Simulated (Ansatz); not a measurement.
Program: Ansatz. Geometries: PBE0-D4/def2-TZVP. ΔE: electronic, gas phase. CCSD(T)/CBS adds triple-zeta CCSD(T) − MP2 to the extrapolated MP2 energy (def2 sets, frozen cores). This one scheme is used for every species. Functionals use def2-TZVPP. Each species was taken in one conformer, which may not be the lowest.

`C[SiH2][Al]([F])[Cl]` + H–F → `C[SiH2][Al]([F])[F]` + HCl  (ligand exchange at the Al–Cl bond)

| level | ΔE (kJ/mol) |
| --- | --- |
| r2SCAN | -22.6 |
| MP2/def2-QZVPP | -19.6 |

**Question.** What does CCSD(T)/CBS give? (Estimate.)

**Answer.** Computed: -20.5 kJ/mol. The listed levels differ from it by -2.1, 0.9 kJ/mol.

Largest T1 diagnostic among the species: 0.013.

The D4 term adds +4.1 kJ/mol with B3LYP and +2.3 kJ/mol with PBE0; it sums over pairs of atoms, weighted by their polarisabilities, and B3LYP, whose exchange is more repulsive, gets the larger term. From PBE to PBE0 (25 % exact exchange), in def2-TZVPP and without D4, ΔE moves by +3.8 kJ/mol.

B3LYP here is the variant with VWN-RPA as its local correlation; programs differ in this.
